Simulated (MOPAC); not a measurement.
A run for MOPAC: PM7 on NbF, 2S+1 = 5, a spin state set in the input, which need not be the lowest, a point of a bond scan (R = 1.879 Å).

```
PM7 1SCF PRECISE CHARGE=0 UHF MS=2 THREADS=1
FNb

Nb     0.00000000 1     0.00000000 1     0.00000000 1
F      0.00000000 1     0.00000000 1     1.87911400 1
```

Output:

```
*******************************************************************************
 **                                                                           **
 **                              MOPAC v23.2.5                                **
 **                                                                           **
 *******************************************************************************
 ** MOPAC's Digital Object Identifier: https://doi.org/10.5281/zenodo.6511958 **
 **                                                                           **
 ** Please cite the open-source release paper for use of this MOPAC version:  **
 ** J. E. Moussa and J. J. P. Stewart (2026)                                  **
 ** MOPAC: An open-source semiempirical molecular orbital program             **
 ** J. Open Source Softw., 11(119), 8025, https://doi.org/10.21105/joss.08025 **
 *******************************************************************************

                              PM7 CALCULATION RESULTS

 *******************************************************************************
 *  PM7        - The PM7 Hamiltonian to be used
 *  UHF        - UNRESTRICTED HARTREE-FOCK CALCULATION
 *
 *
 *
 *                 CHARGE ON SYSTEM = 0
 *
 *
 *
 *  MS=        - IN MECI, MAGNETIC COMPONENT OF SPIN =  2.0
 *  PRECISE    - TIGHTER CRITERIA TO BE USED
 *  1SCF       - DO 1 SCF AND THEN STOP
 *  THREADS=1  - MULTI-THREADING NOT USED
 *  T=         - A TIME OF 172800.0 SECONDS REQUESTED
 *  DUMP=N     - RESTART FILE WRITTEN EVERY 7200.0 SECONDS REQUESTED
 *******************************************************************************
PM7 1SCF PRECISE CHARGE=0 UHF MS=2 THREADS=1
 FNb

   ATOM   CHEMICAL          X               Y               Z
  NUMBER   SYMBOL      (ANGSTROMS)     (ANGSTROMS)     (ANGSTROMS)

     1      Nb          0.00000000  *   0.00000000  *   0.00000000  *
     2       F          0.00000000  *   0.00000000  *   1.87911400  *



          CARTESIAN COORDINATES

    NO.       ATOM           X           Y           Z

     1        Nb          0.0000      0.0000      0.0000
     2         F          0.0000      0.0000      1.8791

 General Reference for PM7:
 "Optimization of Parameters for Semiempirical Methods VI: More Modifications to the
 NDDO Approximations and Re-optimization of Parameters", J. J. P. Stewart, J. Mol. Mod., 1:32, 19 (2013)
 https://link.springer.com/article/10.1007/s00894-012-1667-x

           Empirical Formula: Nb F  =     2 atoms



      MOLECULAR POINT GROUP   :   C*v


          UHF CALCULATION, NO. OF ALPHA ELECTRONS =    8
                           NO. OF BETA  ELECTRONS =    4

 -------------------------------------------------------------------------------
 PM7 1SCF PRECISE CHARGE=0 UHF MS=2 THREADS=1
 FNb



     1SCF WAS SPECIFIED, SO BFGS WAS NOT USED
     SCF FIELD WAS ACHIEVED


                              PM7 CALCULATION
                                                       MOPAC v23.2.5 Linux




          FINAL HEAT OF FORMATION =         55.08751 KCAL/MOL =     230.48614 KJ/MOL


          COSMO AREA              =        137.78 SQUARE ANGSTROMS
          COSMO VOLUME            =        150.59 CUBIC ANGSTROMS

          IONIZATION POTENTIAL    =          8.968367 EV
          ALPHA SOMO LUMO (EV)    =         -8.968  0.067
          BETA  SOMO LUMO (EV)    =        -14.481 -0.998
          NO. OF ALPHA ELECTRONS  =          8
          NO. OF BETA  ELECTRONS  =          4
          MOLECULAR WEIGHT        =        111.9048         POINT GROUP:  C*v

          MOLECULAR DIMENSIONS (Angstroms)

            Atom       Atom       Distance
            F     2   Nb     1     1.87911
            F     2   Nb     1     0.00000
           Nb     1    F     2     0.00000


          SCF CALCULATIONS        =          1





   ATOM   CHEMICAL          X               Y               Z
  NUMBER   SYMBOL      (ANGSTROMS)     (ANGSTROMS)     (ANGSTROMS)

     1      Nb          0.00000000  *   0.00000000  *   0.00000000  *
     2       F          0.00000000  *   0.00000000  *   1.87911400  *

                             CARTESIAN COORDINATES

   1   Nb        0.000000000     0.000000000     0.000000000
   2    F        0.000000000     0.000000000     1.879114000


           Empirical Formula: Nb F  =     2 atoms



      MOLECULAR POINT GROUP   :   C*v


          ALPHA EIGENVALUES
 -38.86056 -15.82085 -14.84290 -14.77258 -10.39699 -10.32922  -9.21226  -8.96837
   0.06683   1.29193  10.69652  11.27264  12.53461


           BETA EIGENVALUES
 -38.72973 -15.07109 -14.79391 -14.48110  -0.99831   1.82978   2.77781   2.78590
   2.78603   3.27185  15.53233  16.98887  17.90198


              NET ATOMIC CHARGES AND DIPOLE CONTRIBUTIONS

  ATOM NO.   TYPE          CHARGE      No. of ELECS.   s-Pop       p-Pop       d-Pop
    1         Nb           0.340278        4.6597     1.00761     0.00083     3.65128
    2          F          -0.340278        7.3403     1.95117     5.38911
 DIPOLE           X         Y         Z       TOTAL
 POINT-CHG.     0.000     0.000    -3.071     3.071
 HYBRID        -0.000    -0.000    -0.155     0.155
 SUM           -0.000    -0.000    -3.226     3.226


          ATOMIC ORBITAL ELECTRON POPULATIONS

     Atom    s        px        py        pz      x^2-y^2     xz        z^2       yz        xy
    1 Nb   1.00761   0.00019   0.00002   0.00062   0.99278   1.04563   0.46891   0.14397   1.00000
    2  F   1.95117   1.95418   1.85602   1.57891


                    (SZ)    =    2.000000
                    (S**2)  =    6.005962


          ATOMIC ORBITAL SPIN POPULATIONS

    Atom   Total    s     px     py     pz   x^2-y^2  xz     z^2    yz     xy
         Atomic
    1 Nb  3.9811  0.724  0.000  0.000  0.000  0.993  0.954  0.282  0.028  1.000
    2  F  0.0189 -0.001  0.046 -0.028  0.002

 **********************
 *                    *
 * JOB ENDED NORMALLY *
 *                    *
 **********************




 == MOPAC DONE ==
```

The run finished.

Cost: roughly 0.020 core-seconds.
